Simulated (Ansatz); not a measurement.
`O[Si]1(Cl)CO1` + `BCO[SiH3]` → `O[Si]1(O[SiH3])CO1` + `BCCl`  (redistribution)

Computed with Ansatz on PBE0-D4/def2-TZVP structures; ΔE is electronic, products minus reactants. CCSD(T)/CBS is the MP2 limit (def2-TZVPP, def2-QZVPP) plus CCSD(T) − MP2 in def2-TZVPP, frozen cores. DFT in def2-TZVPP. One conformer a species, not always the lowest.

```json
{"level": "ωB97M-V", "ΔE (kJ/mol)": "-55.2"}
{"level": "MP2/def2-TZVPP", "ΔE (kJ/mol)": "-60.1"}
{"level": "HF/def2-QZVPP", "ΔE (kJ/mol)": "-70.3"}
{"level": "MP2/def2-QZVPP", "ΔE (kJ/mol)": "-61.9"}
```

Question: What does CCSD(T)/CBS give? (Best estimate.)

Answer: The calculation gave: -61.7 kJ/mol. The listed levels differ from it by 6.5, 1.6, -8.6, -0.2 kJ/mol.

Largest T1 diagnostic among the species: 0.012.

From PBE to PBE0 (25 % exact exchange), in def2-TZVPP and without D4, ΔE moves by −5.9 kJ/mol. In def2-TZVPP, CCSD(T) changes the Hartree–Fock value by +8.8 kJ/mol (the triples alone add +2.0 kJ/mol) and MP2 by +8.4 kJ/mol.
